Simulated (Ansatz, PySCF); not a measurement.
Molecule: C₄H₅N, charge 0, multiplicity 1. SMILES: C/C=C\C#N
Geometry: optimised at B3LYP-D3(BJ)/def2-TZVP (Ansatz, a first-principles code).

Wanted: atomisation energy (electronic, to ground-state atoms), in kcal/mol. Correlated levels leave the core frozen unless marked. UHF or UKS for open shells. No spin-orbit coupling. No relativistic terms. The coupled-cluster limit lacks core correlation, which all-electron functionals hold. Basis-set limits of correlation are two-point, X^-3; Hartree-Fock from the larger set. The bracket is a focal-point correction in the basis named.

```
level                                                                 program  atomisation energy (kcal/mol)  minus last row  rough core time
-------------------------------------------------------------  --------------  -----------------------------  --------------  ---------------
HF/cc-pVQZ                                                             Ansatz                          764.2          -294.0       under 20 s
PBE0/def2-TZVPD                                                        Ansatz                         1067.6             9.4       under 20 s
TPSSh-D3(BJ)/def2-TZVPD                                         PySCF + dftd3                         1063.3             5.1                -
TPSSh-D4/def2-TZVPD                                             PySCF + dftd4                         1063.2             5.0                -
HSE06/def2-TZVPD                                                       Ansatz                         1068.8            10.6       under 20 s
CAM-B3LYP-D4/def2-TZVPD                                        Ansatz + dftd4                         1065.0             6.8       under 20 s
LC-wPBE-D3(BJ)/def2-TZVPD                                      Ansatz + dftd3                         1063.5             5.3       under 20 s
SCS-MP2/aug-cc-pVTZ                                                    Ansatz                         1054.2            -4.0                -
RI-MP2/CBS(cc-pVTZ,cc-pVQZ)+[CCSD(T)-MP2]/cc-pVTZ                      Ansatz                         1058.3             0.1            120 s
RI-MP2/CBS(aug-cc-pVTZ,aug-cc-pVQZ)+[CCSD(T)-MP2]/aug-cc-pVTZ          Ansatz                         1058.2             0.0                -
```

Core times are rough, on shared machines, summed over the molecules involved; a dash marks a level read off another run, or run on other hardware, by another program or under a memory cap.

The Hartree-Fock reference is unstable (checked in the largest basis), which strains HF and MP2.
